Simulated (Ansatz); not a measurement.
Computed with Ansatz on PBE0-D4/def2-TZVP structures; ΔE is electronic, products minus reactants. CCSD(T)/CBS adds triple-zeta CCSD(T) − MP2 to the extrapolated MP2 energy (def2 sets, frozen cores). DFT in def2-TZVPP. One conformer a species, not always the lowest.

`BC=NB` + `CB(N)N` → `BNB(C)N` + `BN=C`  (ligand exchange at a B–C bond)

| species | CAM-B3LYP-D4 energy (Eh) |
| --- | --- |
| `BC=NB` | -145.50272 |
| `CB(N)N` | -176.76545 |
| `BNB(C)N` | -202.23203 |
| `BN=C` | -120.08575 |

Problem. Work out ΔE.

Solution. ΔE = (-202.23203) + (-120.08575) − (-145.50272) − (-176.76545) = -0.04961 Eh = -130.3 kJ/mol. CCSD(T)/CBS gives -127.7 kJ/mol.

Largest T1 diagnostic among the species: 0.017.

Leaving LDA and LC-ωPBE aside and taking each functional with its dispersion term where it has one, the values, not all of them listed here, spread over 7.6 kJ/mol, from CAM-B3LYP-D4 to revPBE-D4. LDA lies −7.6 kJ/mol from PBE without D4. At CCSD(T), def2-SVP lies −17.3 kJ/mol from the extrapolated value and def2-TZVPP −2.5 kJ/mol. From BLYP to BHLYP (50 % exact exchange), in def2-TZVPP and without D4, ΔE moves by −6.1 kJ/mol.
